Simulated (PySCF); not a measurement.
A GIAO shielding run with PySCF (density fitting, non-relativistic, gas phase) on SMILES FC(F)(F)[C@@H]1CCCN1[SiH3], C₅H₁₀F₃NSi:

```
$ OMP_NUM_THREADS=1 python probes_run.py task.json out

{"job": {"kind": "nmr", "xc": "PBE0", "basis": "pcSseg-1"}, "charge": 0, "multiplicity": 1}
F     -1.343424    -1.128482    -1.503061
C     -1.502857    -1.189817    -0.173833
F     -2.819423    -1.038475     0.057880
F     -1.203156    -2.446224     0.188808
C     -0.662189    -0.151106     0.575244
C     -1.141682     1.270915     0.215193
C      0.133207     1.988581    -0.235768
C      0.993541     0.836713    -0.747971
N      0.722359    -0.218869     0.203886
Si     1.734011    -1.583702     0.481101
H     -0.782815    -0.387625     1.639474
H     -1.861220     1.224913    -0.603074
H     -1.618510     1.758342     1.062202
H     -0.060884     2.741651    -0.995636
H      0.622391     2.459413     0.616946
H      0.689102     0.552812    -1.764515
H      2.059281     1.061443    -0.752722
H      1.608977    -2.654476    -0.513594
H      3.083015    -1.021685     0.441325
H      1.345129    -2.063644     1.805079
```

Hardware: 1 thread of an Arm Neoverse V1, shared host. The job also computes population analyses, field gradients, ring-centre shieldings.

(1) How large is the calculation?

(2) How long does it take, and how much memory does it need?

## Answers

(1) 88 electrons, 227 basis functions and 1195 auxiliary functions.

(2) 67 s of wall time, with 14 SCF cycles and 4 response iterations; peak memory 1 GiB. Times on a shared host scatter by some tens of per cent.
